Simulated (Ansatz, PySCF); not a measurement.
2,3,3-trifluoroprop-1-ene (C3H3F3), SMILES C=C(F)C(F)F.

Geometry: PBE0-D3(BJ)/def2-SVP. The values are those of a single conformer.

Vertical ionisation energy (IE) and electron affinity (EA) in eV. Rows of orbital energies are one-electron estimates. Where ΔSCF, EOM or ADC give a negative EA the extra electron is unbound and the value depends on the basis.

```json
[
 {"level": "−ε(HOMO), −ε(LUMO), HF/def2-TZVP (PySCF)", "IE": "…", "EA": "…"},
 {"level": "−ε(HOMO), −ε(LUMO), PBE/def2-TZVP (PySCF)", "IE": "6.88", "EA": "1.46"},
 {"level": "ΔSCF, CAM-B3LYP/def2-SVPD (Ansatz), final states of multiplicity 2 and 2", "IE": "10.83", "EA": "-1.37"},
 {"level": "ΔSCF, PBE/def2-SVPD (Ansatz), final states of multiplicity 2 and 2", "IE": "10.61", "EA": "-1.23"}
]
```

**Question.** Complete the blanks. (An estimate is asked for; the answer gives what the named calculation found.)

**Answer.** 
- −ε(HOMO), −ε(LUMO), HF/def2-TZVP (PySCF), IE: 10.93
- −ε(HOMO), −ε(LUMO), HF/def2-TZVP (PySCF), EA: -3.43

**Question.** What vertical singlet–triplet gap does ΔSCF give with CAM-B3LYP/def2-SVPD (Ansatz, an electronic-structure program) and with PBE/def2-SVPD (Ansatz)? (Estimate from the structure and the level; the computed values follow.)

**Answer.** 4.33 and 4.40 eV (triplet above singlet where positive).
